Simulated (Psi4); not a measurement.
cyclopropene (C3H4), singlet, at a GFN2-xTB geometry. Base run: TPSS/6-31G* run with Psi4.

Psi4 was given this input:
```
memory 2 GB

molecule {
0 1
C    -0.02398035   -0.00988421    0.85291858
C     0.01415246   -0.64253561   -0.50675464
C     0.01392072    0.65410679   -0.49173477
H     0.86570208   -0.01692030    1.47406113
H    -0.94715748   -0.01665393    1.42309451
H     0.02873121   -1.56595013   -1.03014057
H     0.02816727    1.58940251   -0.99359004
}

set {
  basis 6-31g*
}

energy('tpss')
print_variables()
```

The base run was repeated with changes; each row names its change, and settings that it needs were set with it.

```tsv
change	E (Eh)	dipole (D)	core-seconds (rough)
base	-116.64239	0.49	7
functional = blyp	-116.55473	0.49	4
functional = pw6b95	-116.77129	0.50	5
functional = b3lyp	-116.61832	0.50	4
functional = cam-b3lyp	-116.54265	0.50	4
functional = wb97m-v	-116.55473	0.52	60
functional = b3lyp5	-116.53779	0.50	4
functional = tpssh	[?]	0.49	8
functional = wb97x	[?]	0.51	4
functional = r2scan	-116.53680	0.51	6
functional = hse06	[?]	0.50	9
functional = revpbe	[?]	0.49	4
functional = x3lyp	-116.55588	0.50	4
```

What belongs in the gaps?


- functional = tpssh, E (Eh): -116.63045
- functional = wb97x, E (Eh): -116.58430
- functional = hse06, E (Eh): -116.48207
- functional = revpbe, E (Eh): -116.58717

Absolute energies of different levels of theory aren't comparable as measures of quality.
